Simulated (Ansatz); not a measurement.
Basis sets compared for Li₉O₅. Charge 0, multiplicity 2. Geometry PBE-D4/def2-SVP. Ansatz on 4 threads of Arm Neoverse V2 on a shared host; times are rough, and most runs start from earlier orbitals.

Cartesian coordinates in Å:
```
Li 0.5509 -0.2174 -1.1051
Li 0.0410 -2.5231 -0.6911
Li -1.7298 1.5765 0.8403
Li 0.1909 -0.9816 2.2728
Li 2.3246 -0.6410 0.3688
Li -1.6236 0.3742 -1.7782
Li -1.1025 -0.8675 0.4349
Li 0.8772 2.1638 -1.1753
Li 0.4721 1.1135 0.8348
O -0.9119 0.3522 1.8455
O 0.8237 -1.6289 0.6837
O -0.9878 -1.2422 -1.4019
O -0.8001 1.6220 -0.7336
O 1.8754 0.8994 -0.3957
```

Another isomer (doublet) lies 0.27 eV lower at PBE0-D4/def2-TZVP; other spin states weren't run for this one.

Binding counts from free atoms (Li doublet, O triplet) in the same basis, without a counterpoise term.

```csv
level,functions,energy (Eh),HOMO (eV),LUMO (eV),binding per atom (eV),wall time
PBE-D4/def2-SVP,151,-443.4597,-3.92,-3.53,3.50,5.5 s
PBE0-D4/def2-SVP,151,-443.4420,-4.81,-3.10,3.27,8.5 s
```

Problem. Estimate the rows for PBE-D4/def2-TZVP (with forces), PBE0-D4/def2-TZVP.

Solution. 
```tsv
level	functions	energy (Eh)	HOMO (eV)	LUMO (eV)	binding per atom (eV)	wall time
PBE-D4/def2-TZVP (with forces)	281	-443.9345	-4.02	-3.60	3.36	9 s
PBE0-D4/def2-TZVP	281	-443.9131	-4.91	-3.18	3.14	18 s
```
